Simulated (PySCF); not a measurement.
**Correlation energy of Pd⁺ (palladium, charge +1)**

[Kr] 4d8 5s1, high-spin 4F determinant (an excited configuration). Computed with PySCF 2.14 in aug-cc-pwCVDZ-PP with ECP28MDF, with a scalar-relativistic core potential. Frozen: 4s2 4p6; 9 electrons correlated.

MP2 pair energies summed by pair of shells (mhartree):

```
 pair   energy  share (%)
4d-4d  -204.18       85.1
4d-5s   -35.71       14.9
```

Total MP2 correlation energy: -239.90 mhartree.

Same-spin part -96.75 and opposite-spin part -143.14 mhartree; SCS-MP2 scales them by 1/3 and 6/5 to -204.02 mhartree.
